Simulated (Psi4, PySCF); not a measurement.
Input for PySCF:
```python
from pyscf import gto, scf, dft

mol = gto.Mole()
mol.atom = '''
    C     1.596900   -0.403896   -0.874543
    Si    0.381688   -1.793286   -0.413177
    C    -1.407404   -1.146052   -0.428751
    Si   -1.663248    0.391683    0.664884
    C    -0.400697    1.714825    0.154446
    Si    1.411699    1.151290    0.208610
    H     1.458090   -0.123865   -1.919272
    H     2.617035   -0.776934   -0.795975
    H     0.720374   -2.380030    0.892503
    H    -1.703895   -0.904973   -1.450083
    H    -2.079400   -1.937098   -0.099097
    H    -1.466148    0.028475    2.075205
    H    -3.030956    0.910026    0.497754
    H    -0.635133    2.058458   -0.853395
    H    -0.519080    2.582658    0.801407
    H     1.796961    0.834563    1.591010
    H     2.287416    2.223828   -0.291410
'''
mol.basis = '6-31g*'
mol.charge = 0
mol.spin = 1
mol.verbose = 4
mol.build()

mf = dft.UKS(mol)
mf.xc = 'b3lyp5'
mf.grids.atom_grid = (99, 590)
mf.grids.prune = None
mf.kernel()
```

### Question
Write the same job for Psi4.

### Answer
This is not unique; one that fits is 
```
memory 2 GB

molecule mol {
0 2
  C     1.596900   -0.403896   -0.874543
  Si    0.381688   -1.793286   -0.413177
  C    -1.407404   -1.146052   -0.428751
  Si   -1.663248    0.391683    0.664884
  C    -0.400697    1.714825    0.154446
  Si    1.411699    1.151290    0.208610
  H     1.458090   -0.123865   -1.919272
  H     2.617035   -0.776934   -0.795975
  H     0.720374   -2.380030    0.892503
  H    -1.703895   -0.904973   -1.450083
  H    -2.079400   -1.937098   -0.099097
  H    -1.466148    0.028475    2.075205
  H    -3.030956    0.910026    0.497754
  H    -0.635133    2.058458   -0.853395
  H    -0.519080    2.582658    0.801407
  H     1.796961    0.834563    1.591010
  H     2.287416    2.223828   -0.291410
}

set basis 6-31g*
set reference uks
set scf_type pk
set puream true
set d_convergence 1e-8
set dft_radial_points 99
set dft_spherical_points 590

energy('b3lyp5')
print_variables()
```

Both were run: PySCF gave -989.140507 Eh and Psi4 -989.140508 Eh, 0.001 mEh apart.
